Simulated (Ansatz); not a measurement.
Stepwise reaction of `O[SiH](O)N[SiH2]F` with hydrogen fluoride, as a gas-phase model of exchange steps in deposition or etching. ΔE in kJ/mol.

Computed with Ansatz on PBE0-D4/def2-TZVP structures; ΔE is electronic, products minus reactants. CCSD(T)/CBS adds triple-zeta CCSD(T) − MP2 to the extrapolated MP2 energy (def2 sets, frozen cores). This one scheme is used for every species. DFT in def2-TZVPP. B3LYP here is the variant with VWN-RPA as its local correlation; programs differ in this. One conformer a species, not always the lowest.

```json
{"step": "2", "reaction": "`O[SiH](F)N[SiH2]F` + H–F → `F[SiH2]N[SiH](F)F` + H₂O", "PBE-D4": "-40.3", "B3LYP-D4": "-42.8", "ωB97M-V": "-42.5", "CCSD(T)/CBS": "-41.7"}
```

Give the row of step 1, `O[SiH](O)N[SiH2]F` + H–F → `O[SiH](F)N[SiH2]F` + H₂O. (Best estimate.)

Computed: 
```json
{"step": "1", "reaction": "`O[SiH](O)N[SiH2]F` + H–F → `O[SiH](F)N[SiH2]F` + H₂O", "PBE-D4": "-39.5", "B3LYP-D4": "-41.9", "ωB97M-V": "-41.5", "CCSD(T)/CBS": "-42.7"}
```

By hand: ΔE of the 2 steps together at CCSD(T)/CBS.

(-42.7) + (-41.7) = -84.4 kJ/mol, or -42.2 kJ/mol a step.

In ΔE the steps differ by no more than 1.0 kJ/mol. All are downhill at CCSD(T)/CBS. PBE-D4 differs from CCSD(T)/CBS by 1.4 to 3.2 kJ/mol a step. Isolated molecules leave out the surface, adducts and barriers. Largest T1 diagnostic: 0.012.
